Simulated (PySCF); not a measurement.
N(2+): ionisation energy

N(2+) [He] 2s2 2p1 (2P) → N(3+) [He] 2s2 (1S), as a difference of total energies. Computed with PySCF 2.14 in aug-cc-pwCVDZ, with the non-relativistic Hamiltonian (point nucleus). Correlated levels: valence and next inner shell: nothing frozen. The calculations carry no spin-orbit coupling.

```json
{"method": "UHF", "ionisation energy (eV)": "47.154", "plus first-order spin-orbit estimate": "47.168", "difference from reference of that sum (eV)": "-0.277"}
{"method": "MP2 (valence and next inner shell)", "ionisation energy (eV)": "47.189", "plus first-order spin-orbit estimate": "47.202", "difference from reference of that sum (eV)": "-0.243"}
{"method": "SCS-MP2 (valence and next inner shell)", "ionisation energy (eV)": "47.116", "plus first-order spin-orbit estimate": "47.129", "difference from reference of that sum (eV)": "-0.316"}
{"method": "CCSD (valence and next inner shell)", "ionisation energy (eV)": "46.946", "plus first-order spin-orbit estimate": "46.959", "difference from reference of that sum (eV)": "-0.486"}
{"method": "CCSD(T) (valence and next inner shell)", "ionisation energy (eV)": "46.959", "plus first-order spin-orbit estimate": "46.972", "difference from reference of that sum (eV)": "-0.473"}
{"method": "CCSDT (valence and next inner shell)", "ionisation energy (eV)": "46.963", "plus first-order spin-orbit estimate": "46.977", "difference from reference of that sum (eV)": "-0.468"}
```

Reference: 47.445 eV (semi-empirical (NIST evaluation); NIST Atomic Spectra Database, ionization energies).

A first-order spin-orbit estimate (lowest level to lowest level, LS coupling) adds 0.013 eV.

Errors of the correlated levels include the incompleteness of this basis.

The coupled-cluster amplitudes are large for N(3+) (T1 above 0.03 or a double amplitude above 0.15), so a single reference is strained.
